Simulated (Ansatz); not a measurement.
Ansatz (a quantum-chemistry and plane-wave program) input (RI-MP2/def2-TZVPP):
A basis named .json is the Basis Set Exchange file of that set.

Ansatz 0.2 input:
```yaml
crystal:
  periodic: [false, false, false]
  atoms:
    - {symbol: Mo, position_ang: [0.23696370, -0.04323415, 0.08210777]}
    - {symbol: O, position_ang: [1.59402762, -0.60462874, -0.74425053]}
    - {symbol: O, position_ang: [0.92548187, 0.16618563, 1.70503163]}
    - {symbol: Cl, position_ang: [-0.42891191, 1.87123917, -0.74247666]}
    - {symbol: Cl, position_ang: [-1.34217934, -1.55809923, 0.08748990]}
basis:
  gaussian:
    orbitals: def2-TZVPP
    fitting: {mean_field: def2-universal-jkfit, correlation: def2-TZVPP-RIFIT.json}
total_charge: 1
magnetization: {spin_polarized: true, initial_magnetization: 1}
correlation: {method: mp2, electrons: outside_noble_gas}
```

End of the output:

```
integrals: 0.22 GiB planned
665 factors; integrals over basis functions are off by at most 1.4e0 eV
574 factors; integrals over basis functions are off by at most 1.3e0 eV
mean field: 0.95 GiB planned
mean field evaluation 1: about -30893.5460 eV, gradient 6.8e1 eV
mean field evaluation 2: about -30784.0244 eV, gradient 1.9e2 eV
mean field evaluation 4: about -30911.2038 eV, gradient 7.9e0 eV
mean field evaluation 8: about -30911.7018 eV, gradient 1.5e0 eV
mean field evaluation 16: about -30913.9477 eV, gradient 1.3e0 eV
mean field evaluation 32: about -30855.5692 eV, gradient 1.5e2 eV
mean field evaluation 64: about -30855.0071 eV, gradient 1.4e2 eV
mean field evaluation 96: about -30913.9736 eV, gradient 3.2e-3 eV
mean field evaluation 128: about -30912.1298 eV, gradient 5.6e-1 eV
mean field evaluation 160: about -30893.1841 eV, gradient 1.9e1 eV
mean field evaluation 192: about -30913.5402 eV, gradient 9.3e0 eV
mean field evaluation 224: about -30911.5087 eV, gradient 3.9e-2 eV
mean field evaluation 256: about -30911.5209 eV, gradient 2.1e1 eV
mean field evaluation 288: about -30912.1465 eV, gradient 4.7e-3 eV
mean field evaluation 320: about -30908.4480 eV, gradient 2.1e1 eV
mean field evaluation 352: about -30914.8153 eV, gradient 3.2e-1 eV
mean field evaluation 384: about -30913.4453 eV, gradient 8.0e0 eV
mean field evaluation 416: about -30909.8817 eV, gradient 6.1e0 eV
mean field evaluation 448: about -30911.5583 eV, gradient 2.4e-1 eV
mean field -30914.81739157 eV, -1136.0985843242 hartree, gradient 2.3e-6 eV, S^2 1.306039; 24 other end points of the search recorded, 0 dependent functions left out
16 core orbitals not correlated
reference -30914.81739157 eV, -1136.0985843242 hartree; 16, 15 occupied and 170, 171 virtual orbitals, 574 factors
second order -28.32295608 eV of doubles, -0.00000000 eV of singles
Total energy: -30943.14034764 eV, -1137.1394337621 hartree
```

The spin state was set by rule; other spins were not relaxed.

The determinant is spin-contaminated: <S^2> is 1.31 against 0.75 for a pure state.
